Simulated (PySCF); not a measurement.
From computed data to an observable: chemical shift, span and skew from a shielding tensor

Zn(iPr)(OH) (C3H8OZn), SMILES C[CH](C)[Zn][OH]. Atoms are numbered in the order given.

```xyz
13

Zn    -0.0898     0.5133     0.4862
C     -0.2572    -0.6684    -1.0716
C     -0.5489    -2.1150    -0.6530
C      0.9698    -0.5818    -1.9878
H     -1.1322    -0.2895    -1.6314
H     -0.6828    -2.7650    -1.5390
H      0.2789    -2.5477    -0.0655
H     -1.4638    -2.2013    -0.0442
H      1.1564     0.4436    -2.3466
H      0.8441    -1.2233    -2.8812
H      1.8872    -0.9239    -1.4790
O      0.1448     1.4957     1.9620
H     -0.3348     2.3336     1.9782
```
Charge 0, spin multiplicity 1.

Geometry: B3LYP-D3(BJ)/def2-SVP. The structure was generated by enumeration; whether it is a known compound was not checked. The values are those of a single conformer.

GIAO shieldings from PySCF with HF/pcSseg-1, non-relativistic, no solvent. The symmetric part of the tensor of C2 has the principal values 177.6, 190.9, 192.1 ppm. The same nucleus in TMS has σ = 192.6 ppm at this level (PySCF, at its B3LYP-D3(BJ)/def2-TZVP geometry).

### Question
Work out the isotropic shielding, the ¹³C shift against TMS, the span and the skew.

### Answer

σ(iso) = (σ11 + σ22 + σ33)/3 = 186.9 ppm. δ = σ(ref) − σ(iso) = 192.6 − (186.9) = 5.7 ppm.
Span Ω = σ33 − σ11 = 14.5 ppm. Skew κ = 3(σ(iso) − σ22)/Ω = -0.83. Tumbling in solution averages the tensor to δ; in a static solid the shielding alone would spread this spin-1/2 line over Ω.
